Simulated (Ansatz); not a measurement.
Cost and result up the ladder for Mg9S9 (started as a model of: Mg9S9 zinc blende bond rod) (18 atoms). The state is a singlet with charge 0. Geometry: PBE-D4/def2-SVP.

Cartesian coordinates in Å:
```
Mg 1.9271 2.4030 -0.4686
Mg 2.1201 -0.7147 -2.1673
Mg 2.0639 -0.4435 1.0488
Mg -0.6718 1.4233 -2.6880
Mg -1.1429 2.0119 0.4508
Mg -0.9211 -1.5684 -1.4996
Mg -0.1297 -2.7891 1.3821
Mg -2.9223 -0.6508 0.8613
Mg -0.3233 0.3284 3.0805
S 3.5116 0.6412 -0.7762
S -0.0369 3.3582 -1.4379
S 0.2084 -0.6039 -3.5965
S 1.0585 1.8024 1.7238
S 1.3138 -2.3123 -0.5181
S 1.0561 -1.6227 3.0976
S -2.3718 0.5097 -1.2055
S -2.4928 1.0946 2.4355
S -2.2469 -2.8672 0.2774
```

Ansatz; hardware A = 2 threads of AMD EPYC 7R13 on a shared host and a share (18 GiB) of an NVIDIA H100 80GB HBM3; B = 2 threads of AMD EPYC 7R13 on a shared host. Times are rough, and most runs start from the orbitals of an earlier one. ωB97X-V/def2-TZVP serves as the yardstick here, not as an exact answer. Differences are given only for rows in sets of like size (and for xTB, whose basis is part of the method), since another set adds its own error. Binding counts from free atoms at the same level (Mg singlet, S triplet; other spins of the atoms weren't run), without zero-point energy or a counterpoise term.

Correlated methods freeze 54 core orbitals; core or outer-core shells of Mg are correlated, in sets that lack core-valence functions. The rows differ in basis, and correlated rows in double-zeta sets carry the largest basis error. Single mean-field runs in def2-TZVP are fitted with def2-universal-jkfit.

Correlated methods converge slowly with the basis, most of all in double-zeta sets.

```json
{"level": "MP2/def2-SVP [A]", "functions": "324", "wall time": "2.9 s", "binding energy per atom (eV)": "3.25", "difference from ωB97X-V/def2-TZVP (eV)": "–"}
{"level": "PBE-D4/def2-SVP [A]", "functions": "324", "wall time": "4.2 s", "binding energy per atom (eV)": "3.40", "difference from ωB97X-V/def2-TZVP (eV)": "–"}
{"level": "RPA@PBE/def2-SVP [A]", "functions": "324", "wall time": "4.3 s", "binding energy per atom (eV)": "2.85", "difference from ωB97X-V/def2-TZVP (eV)": "–"}
{"level": "PBE0-D4/def2-SVP [A]", "functions": "324", "wall time": "4.4 s", "binding energy per atom (eV)": "3.39", "difference from ωB97X-V/def2-TZVP (eV)": "–"}
{"level": "PBE-D4/def2-TZVP (with forces) [A]", "functions": "621", "wall time": "4.7 s", "binding energy per atom (eV)": "3.35", "difference from ωB97X-V/def2-TZVP (eV)": "-0.02"}
{"level": "PBE0-D4/def2-TZVP [A]", "functions": "621", "wall time": "6 s", "binding energy per atom (eV)": "3.34", "difference from ωB97X-V/def2-TZVP (eV)": "-0.03"}
{"level": "r2SCAN-D4/def2-TZVP [A]", "functions": "621", "wall time": "6.5 s", "binding energy per atom (eV)": "3.46", "difference from ωB97X-V/def2-TZVP (eV)": "0.09"}
{"level": "HF/STO-3G [B]", "functions": "162", "wall time": "7 s", "binding energy per atom (eV)": "3.76", "difference from ωB97X-V/def2-TZVP (eV)": "–"}
{"level": "ωB97X-V/def2-TZVP [A]", "functions": "621", "wall time": "11 s", "binding energy per atom (eV)": "3.37", "difference from ωB97X-V/def2-TZVP (eV)": "0.00"}
```
